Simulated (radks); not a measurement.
The titanium ion Ti+, 21 electrons, occupied as [Ar] 3d2 5s1 (not the ground configuration). Calculated with a radial shooting solver on a logarithmic mesh with Libxc functionals: non-relativistic Kohn-Sham, r2SCAN, spin-polarised, spherical densities, point nucleus; open shells are filled with parallel spins first; meta-GGA in the generalised Kohn-Sham scheme.

Radial electron density D(r) = 4 pi r^2 rho(r):

r (bohr)  D(r) (e/bohr)  spin D(r)
0.009723          5.527   0.000483
0.01132           6.984   0.000605
0.01307           8.626   0.000738
0.0151            10.53   0.000886
0.01744           12.68    0.00104
0.02014           15.03    0.00120
0.02326           17.50    0.00132
0.02686           19.97    0.00140
0.03127           22.37    0.00138
0.03611           24.25    0.00122
0.0417            25.53   0.000852
0.04816           26.02   0.000227
0.05562           25.65  -0.000695
0.06423           24.49   -0.00191
0.07418           22.81   -0.00332
0.08636           20.95   -0.00478
0.09974           19.72   -0.00565
0.1152            19.50   -0.00528
0.133             20.57   -0.00250
0.1536            22.74    0.00447
0.1774            25.36     0.0180
0.2049            27.41     0.0413
0.2385            27.84     0.0806
0.2755            25.97      0.137
0.3182            22.03      0.219
0.3674            16.97      0.331
0.4243            12.19      0.476
0.4901            8.977      0.655
0.566             7.875      0.853
0.6589            8.544       1.07
0.7609            9.762       1.24
0.8788            10.35       1.33
1.015             9.743       1.34
1.172             8.060       1.26
1.354             5.873       1.11
1.563             3.800      0.936
1.82              2.146      0.736
2.102             1.153      0.550
2.427            0.5883      0.375
2.803            0.2806      0.219
3.237            0.1145      0.101
3.739           0.04156     0.0392
4.318           0.04552     0.0452
5.027            0.1098      0.110
5.805            0.1829      0.183
6.705            0.2144      0.214
7.743            0.1810      0.181
8.942            0.1100      0.110
10.33           0.04734     0.0473
11.93           0.01414     0.0141
13.88          0.002595    0.00260
16.04         0.0003422   0.000342

D(r) has 4 maxima, at r = 0.0485, 0.227, 0.879, 6.70 bohr, and minima at 0.110, 0.571, 3.99 bohr, inside which lie 2.14, 10.43, 20.08 electrons.
